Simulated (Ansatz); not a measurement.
Reaction (germylene formation by 1,1-elimination): `[CH3][GeH]([F])[Br]` → `CBr` + `[F][GeH]`

Calculated with Ansatz (gas phase, PBE0-D4/def2-TZVP geometries, no zero-point term in ΔE). CCSD(T)/CBS adds triple-zeta CCSD(T) − MP2 to the extrapolated MP2 energy (def2 sets, frozen cores). Functionals use def2-TZVPP. For Br, Ge outer-core shells are correlated without core-valence functions, which leaves a few kJ/mol of doubt a bond. Scalar relativity is left out up to krypton.

`[CH3][GeH]([F])[Br]`:

Z-matrix (Å, degrees):
```
C
Ge 1 1.928
H 1 1.090 2 109.9
H 1 1.090 2 109.1 3 119.8
H 1 1.091 2 109.5 3 -120.4
F 2 1.736 1 107.4 3 -177.7
Br 2 2.297 1 110.2 3 -62.7
H 2 1.532 1 118.1 3 62.4
```

`CBr`:

Z-matrix (Å, degrees):
```
C
Br 1 1.933
H 1 1.086 2 108.0
H 1 1.086 2 108.0 3 -120.0
H 1 1.086 2 108.0 3 120.0
```

`[F][GeH]`:

```xyz
3

F    -0.406   -0.133    1.253
Ge    0.683   -0.325   -0.113
H    -0.277    0.459   -1.140
```

| level | ΔE (eV) | difference from CCSD(T)/CBS |
| --- | --- | --- |
| revPBE-D4 | 2.49 | -0.25 |
| r2SCANh-D4 | 2.90 | 0.16 |
| r2SCAN0-D4 | 2.95 | 0.21 |
| ωB97M-V | 2.63 | -0.11 |
| PBE-QIDH | 2.98 | 0.24 |
| r2SCAN | 2.84 | 0.10 |
| r2SCAN0 | 2.92 | 0.18 |
| CCSD/def2-SVP | 2.70 | -0.04 |
| CCSD(T)/def2-SVP | 2.71 | -0.03 |
| SCS-MP2/def2-QZVPP | 2.78 | 0.04 |
| CCSD(T)/CBS | 2.74 | 0 |

Largest T1 diagnostic among the species: 0.014.

From r2SCAN to r2SCAN0 (25 % exact exchange), in def2-TZVPP and without D4, ΔE moves by +0.08 eV. Leaving LDA and LC-ωPBE aside and taking each functional with its dispersion term where it has one, the values, not all of them listed here, spread over 0.69 eV, from BLYP-D4 to PBE-QIDH. LDA lies +0.44 eV from PBE without D4.
